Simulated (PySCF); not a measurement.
Trend along the chalcogens: MH cations

CCSD(T) with double-zeta basis sets in PySCF, for the lowest determinant that a PBE0 search found; no spin–orbit coupling. De refers to high-spin ground-configuration atoms (the charge goes to the atom of lower measured ionisation energy or higher electron affinity, which is not always the lowest computed limit).

```csv
M,basis,"reference, frozen orbitals",charged atom,state (unpaired electrons),Re (Å),ωe (cm⁻¹),De (eV)
O,def2-SVP,"UHF, 1",H+,triplet (π ↑↑),1.036,3160,5.42
S,def2-SVP,"UHF, 5",S+,triplet (π ↑↑),1.372,2595,3.30
Se,jorge-DZP-DKH,"UHF, 9",Se+,triplet (π ↑↑),1.456,2512,2.89
Te,def2-SVP,"UHF, 4",Te+,triplet (π ↑↑),1.675,2086,2.41
```

The shortest bond is that of OH⁺ (1.036 Å), the longest that of TeH⁺ (1.675 Å). OH⁺ is bound most strongly (5.42 eV) and TeH⁺ least (2.41 eV).

The rows differ in basis set, which adds steps of its own.

Down a group the atoms grow and get heavier, so bonds lengthen and wavenumbers fall; this series shows no clear exception.

Correlated steps freeze the inner cores (1 to 9 orbitals); shallow outer-core shells are correlated. Correlated levels converge slowly with the basis: in double zeta they bind strong bonds too weakly, by up to about 1 eV, and carry superposition errors of some tenths. These are scalar-relativistic numbers at best; spin–orbit coupling would shift them, the dissociation energy most. For an ion De counts to the pair picked by the measured ionisation energies or electron affinities, which need not be the lowest pair at this level. States were picked by a PBE0 search and need not be the measured ground states.
